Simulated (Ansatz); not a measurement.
Sn(OH)H3 (SnOH4). The state is a triplet with charge 0. Geometry PBE0-D4/def2-TZVP, that of the neutral singlet; atoms count from 1.

```xyz
6

Sn    0.311    0.184   -0.338
O    -0.516   -0.385    1.356
H    -1.378   -0.792    1.239
H    -0.711    1.337   -1.079
H     0.501   -1.190   -1.337
H     1.794    0.845    0.160
```

In the def2 sets Sn takes a core potential; there is no spin–orbit coupling. At PBE0-D4/def2-TZVP a singlet of charge 0 lies 5.65 eV below the triplet at the same geometry.

**Question.** Estimate the Mulliken populations from the PBE0/def2-TZVP orbitals of Ansatz.

**Answer.** 
| atom | charge (e) | spin (α − β) |
| --- | --- | --- |
| Sn1 | -0.07 | 0.83 |
| O2 | -0.14 | 0.72 |
| H3 | 0.18 | 0.20 |
| H4 | 0.02 | 0.15 |
| H5 | 0.02 | 0.14 |
| H6 | -0.02 | -0.03 |
Mulliken values depend strongly on the basis.

**Question.** Where does the spin sit?

**Answer.** Summed by element: Sn 0.83, O 0.72, H 0.45, of 2 unpaired in all. Largest on single atoms: Sn1 0.83, O2 0.72, H3 0.20.

**Question.** And the Mayer bond orders between heavy atoms (over 0.3)?

**Answer.** Sn1–O2 0.43 (1.97 Å).
